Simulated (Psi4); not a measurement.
BaCl (SMILES [Cl][Ba]), doublet, geometry from GFN2-xTB (such geometries of metal compounds can be far from the true shape) (the spin is typed, not shown lowest) (core potentials on Ba); Psi4 1.11 with PBE/def2-TZVP.

Input for Psi4:
```
memory 2 GB

molecule mol {
0 2
  Ba   -0.000000   -0.000000   -0.585540
  Cl    0.000000    0.000000    1.928839
}

set basis def2-tzvp
set reference uks

energy('pbe')
print_variables()
```

Problem. What does Psi4 print? Leave out banner, timings and long lists.

Solution. 
```
   => Loading Basis Set <=

    Name: DEF2-TZVP
    Role: ORBITAL
    Keyword: BASIS

    !!!  WARNING: ECP capability is in beta. Please check occupations closely.  !!!

         ---------------------------------------------------------
                                   SCF
               by Justin Turney, Rob Parrish, Andy Simmonett
                          and Daniel G. A. Smith
                              UKS Reference
         ---------------------------------------------------------

  ==> Geometry <==

    Molecular point group: c2v
    Full point group: C_inf_v

    Geometry (in Angstrom), charge = 0, multiplicity = 2:

       Center              X                  Y                   Z               Mass
    ------------   -----------------  -----------------  -----------------  -----------------
         BA           0.000000000000     0.000000000000    -0.508606835839   137.905247000000
         CL           0.000000000000     0.000000000000     2.005772164161    34.968852682000

  Running in c2v symmetry.

  Rotational constants: A = ************  B =      0.09559  C =      0.09559 [cm^-1]
  Rotational constants: A = ************  B =   2865.65217  C =   2865.65217 [MHz]
  Nuclear repulsion =   35.778268039106280

  Charge       = 0
  Multiplicity = 2
  Electrons    = 27
  Nalpha       = 14
  Nbeta        = 13

  ==> Algorithm <==

  SCF Algorithm Type is DF.
  DIIS enabled.
  MOM disabled.
  Fractional occupation disabled.
  Guess Type is SAD.
  Energy threshold   = 1.00e-06
  Density threshold  = 1.00e-06
  Integral threshold = 1.00e-12

  ==> Primary Basis <==

  Basis Set: DEF2-TZVP
    Blend: DEF2-TZVP
    Number of shells: 27
    Number of basis functions: 77
    Number of Cartesian functions: 88
    Spherical Harmonics?: true
    Max angular momentum: 3

  Core potential: DEF2-TZVP
    Number of shells: 4
    Number of ECP primitives: 10
    Number of ECP core electrons: 46
    Max angular momentum: 3

  ==> DFT Potential <==

   => LibXC <=

    Version 7.1.2
    S. Lehtola, C. Steigemann, M. J. T. Oliveira, and M. A. L. Marques,  SoftwareX 7, 1–5 (2018) (10.1016/j.softx.2017.11.002)

   => Composite Functional: PBE <=

    PBE GGA Exchange-Correlation Functional

    J.P. Perdew et. al., Phys. Rev. Lett., 77(18), 3865-3868, 1996

    Deriv               =              1
    GGA                 =           TRUE
    Meta                =          FALSE

    Exchange Hybrid     =          FALSE
[...]
   @S^2 Expected:                7.500000000E-01
   @S^2 Observed:                7.502423760E-01
   @S   Expected:                5.000000000E-01
   @S   Observed:                5.000000000E-01

    Orbital Energies [Eh]
    ---------------------

    Alpha Occupied:

[...]
    Alpha Virtual:

[...]
    Beta Occupied:

[...]
       3B2    -0.257179

    Beta Virtual:

[...]
      34A1   256.659847

    Final Occupation by Irrep:
             A1    A2    B1    B2
    DOCC [     7,    0,    3,    3 ]
    SOCC [     1,    0,    0,    0 ]
    NA   [     8,    0,    3,    3 ]
    NB   [     7,    0,    3,    3 ]

  @DF-UKS Final Energy:  -485.59588238699911

   => Energetics <=

    Nuclear Repulsion Energy =             35.7782680391062797
    One-Electron Energy =                -749.6764984578978783
    Two-Electron Energy =                 260.1248383050444772
    DFT Exchange-Correlation Energy =     -31.8224902732519688
    Empirical Dispersion Energy =           0.0000000000000000
    VV10 Nonlocal Energy =                  0.0000000000000000
    Total Energy =                       -485.5958823869991079

  UHF NO Occupations:
  HONO-2 :    3 B2 1.9999740
  HONO-1 :    7 A1 1.9999606
  HONO-0 :    8 A1 1.0000000
  LUNO+0 :    9 A1 0.0000394
  LUNO+1 :    4 B2 0.0000260
  LUNO+2 :    4 B1 0.0000260
  LUNO+3 :    5 B2 0.0000141

Computation Completed

Properties will be evaluated at   0.000000,   0.000000,   0.000000 [a0]

Properties computed using the SCF density matrix

 Multipole Moments:

 ------------------------------------------------------------------------------------
     Multipole            Electronic (a.u.)      Nuclear  (a.u.)        Total (a.u.)
 ------------------------------------------------------------------------------------

 L = 1.  Multiply by 2.5417464519 to convert [e a0] to [Debye]
 Dipole X            :          0.0000000            0.0000000            0.0000000
 Dipole Y            :          0.0000000            0.0000000            0.0000000
 Dipole Z            :        -56.3714849           54.8248448           -1.5466401
 Magnitude           :                                                    1.5466401

 ------------------------------------------------------------------------------------

  Variable Map:
  ----------------------------------------------------------------------------
[...]
  Array Variable Map:
  ----------------------------------------------------------------------------
[...]
[...]
```
